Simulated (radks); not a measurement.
Coulomb parameter of the 3d shell of neutral nickel in the model configuration [Ar] 3d9 4s1, as a second difference U = [E(n + 0.25) + E(n - 0.25) - 2 E(n)] / (0.25)^2 with all orbitals relaxed. "Bare": the charge of the atom changes with n. "Screened": the 4s shell takes up the change at fixed total charge, which measures U(3d,3d) + U(4s,4s) - 2 U(3d,4s). All-electron calculation, scalar-relativistic Kohn-Sham, PBE, spin-unpolarised, spherical densities, finite nucleus; Fermi nuclear charge, rms radius 3.7757 fm. Program: a radial shooting solver on a logarithmic mesh with Libxc functionals.

case	configuration	E - E(n) (eV)
start	[Ar] 3d9 4s1	0.000
bare +0.25	[Ar] 3d9.25 4s1	-0.835
bare -0.25	[Ar] 3d8.75 4s1	1.516
screened +0.25	[Ar] 3d9.25 4s0.75	0.036
screened -0.25	[Ar] 3d8.75 4s1.25	0.119

U(bare) = 10.901 eV, U(screened by 4s) = 2.488 eV, against the Slater integral F0(3d,3d) = 23.645 eV with frozen orbitals. The step up makes a negative ion, whose loosely bound charge lowers the bare value.
